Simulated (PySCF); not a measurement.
**Computed spin Hamiltonian**

Species: C3H8NSi (doublet state).
SMILES with atom numbers: `[SiH3:1][CH2:2][C@H:3]1[CH:4][NH:5]1` (hydrogens: H6, H7, H8 on Si1; H9, H10 on C2; H11 on C3; H12 on C4; H13 on N5)

Geometry (GFN2-xTB, Å), atoms numbered from 1 in this order:
```xyz
13
C3H8NSi angstrom
Si     1.5558   -1.1181    0.4295
C      0.5763    0.1935   -0.5441
C     -0.9069    0.0832   -0.2958
C     -1.5207    0.8418    0.7895
N     -1.7920    1.2318   -0.5188
H      1.0846   -2.4523    0.0528
H      1.3609   -0.9035    1.8627
H      2.9717   -0.9821    0.0812
H      0.9143    1.1916   -0.2550
H      0.7725    0.0883   -1.6146
H     -1.3452   -0.8555   -0.6345
H     -2.2727    0.5862    1.5075
H     -1.4030    2.0956   -0.8781
```

The hyperfine couplings belong to this conformer and change with its torsions.

Method used: UKS B3LYP, pcH-1 on C H N Si, non-relativistic, mean-field spin-orbit, GIAO (PySCF 2.14.0). Geometry: GFN2-xTB, one conformer, isolated molecule. Couplings are sensitive to structure, and on GFN2-xTB geometries they can be far from those on DFT ones. The SCF solution wasn't tested for stability.

```
g1, g2, g3        : 2.00217, 2.00280, 2.00324
g_iso             : 2.00274
Form of g         : rhombic: the two nearest values differ by 41 % of g3 − g1
⟨S²⟩              : 0.7529 (exact 0.7500)
α and β electrons : 24, 23
Total energy      : -463.28316 Eh
```

Hyperfine couplings atom by atom, in mT; T1 to T3 are the principal values of the dipolar part; ρ(0) is the spin density at the nucleus (MHz turned into mT with g_iso):

| atom | isotope | a_iso | of which spin–orbit | T1 | T2 | T3 | Mulliken spin population | ρ(0) (bohr⁻³) |
| --- | --- | --- | --- | --- | --- | --- | --- | --- |
| Si1 | 29Si | 0.02 | 0.00 | -0.02 | 0.01 | 0.01 | 0.00 | -0.0007 |
| C2 | 13C | 0.42 | 0.00 | -0.06 | -0.05 | 0.11 | 0.01 | 0.0105 |
| C3 | 13C | -0.19 | 0.00 | -0.14 | -0.01 | 0.15 | -0.03 | -0.0046 |
| C4 | 13C | 10.15 | 0.00 | -2.49 | -2.31 | 4.81 | 0.85 | 0.2533 |
| N5 | 14N | 0.50 | 0.00 | -0.35 | -0.30 | 0.65 | 0.12 | 0.0434 |
| H6 | 1H | 0.01 | 0.00 | -0.03 | -0.03 | 0.06 | 0.00 | 0.0001 |
| H7 | 1H | 0.02 | 0.00 | -0.06 | -0.06 | 0.12 | 0.00 | 0.0001 |
| H8 | 1H | -0.01 | 0.00 | -0.02 | -0.02 | 0.05 | 0.00 | 0.0000 |
| H9 | 1H | -0.02 | 0.00 | -0.15 | -0.12 | 0.27 | 0.00 | -0.0001 |
| H10 | 1H | 0.06 | 0.00 | -0.07 | -0.05 | 0.13 | 0.00 | 0.0004 |
| H11 | 1H | 0.25 | 0.00 | -0.19 | -0.09 | 0.28 | 0.01 | 0.0016 |
| H12 | 1H | 2.54 | 0.00 | -1.03 | -0.20 | 1.24 | 0.01 | 0.0159 |
| H13 | 1H | 3.79 | 0.00 | -0.44 | -0.28 | 0.71 | 0.03 | 0.0237 |

The Mulliken spin populations are largest on C4 (+0.85) and N5 (+0.12). C4 is the only atom above +0.15. The angles at C4 add up to 318.0°, so it is pyramidal.

Under fast tumbling the dipolar parts average out, and these isotropic splittings remain: 1 × 1H (H13, I = 1/2, 2 lines) with 3.79 mT, 1 × 1H (H12, I = 1/2, 2 lines) with 2.54 mT, 1 × 14N (N5, I = 1, 3 lines) with 0.50 mT, 1 × 1H (H11, I = 1/2, 2 lines) with 0.25 mT and 1 × 1H (H10, I = 1/2, 2 lines) with 0.06 mT.

The 13C coupling of C4 (284.6 MHz) shows only in satellite lines or after enrichment, since that isotope makes up about 1.07 % of natural carbon.
